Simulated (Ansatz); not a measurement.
Reaction (cleavage of the Si–Si bond): `Cl[SiH2][SiH2][GeH3]` + `NBO` → `NBO[SiH2]Cl` + `[SiH3][GeH3]`

Computed with Ansatz on PBE0-D4/def2-TZVP structures; ΔE is electronic, products minus reactants. CCSD(T)/CBS adds triple-zeta CCSD(T) − MP2 to the extrapolated MP2 energy (def2 sets, frozen cores). This one scheme is used for every species. Functionals use def2-TZVPP. B3LYP here is the variant with VWN-RPA as its local correlation; programs differ in this. For Ge outer-core shells are correlated without core-valence functions, which leaves a few kJ/mol of doubt a bond. Scalar relativity is left out up to krypton. Each species was taken in one conformer, which may not be the lowest.

```csv
level,ΔE (kJ/mol),difference from CCSD(T)/CBS
PBE-D4,-74.9,24.1
PBE0-D4,-81.9,17.1
B3LYP-D4,-98.6,0.4
ωB97M-V,-102.7,-3.7
PBE,-77.8,21.2
HF/def2-TZVPP,-126.8,-27.8
MP2/def2-TZVPP,-105.1,-6.1
CCSD/def2-TZVPP,-104.4,-5.4
CCSD(T)/def2-TZVPP,-100.9,-1.9
HF/def2-QZVPP,-129.0,-30.0
CCSD(T)/CBS,-99.0,0
```

Largest T1 diagnostic among the species: 0.012.

In def2-TZVPP, CCSD(T) changes the Hartree–Fock value by +25.9 kJ/mol (the triples alone add +3.5 kJ/mol) and MP2 by +21.7 kJ/mol. From PBE to PBE0 (25 % exact exchange), in def2-TZVPP and without D4, ΔE moves by −6.9 kJ/mol. The D4 term adds +5.0 kJ/mol with B3LYP and +2.9 kJ/mol with PBE0; it sums over pairs of atoms, weighted by their polarisabilities, and B3LYP, whose exchange is more repulsive, gets the larger term.
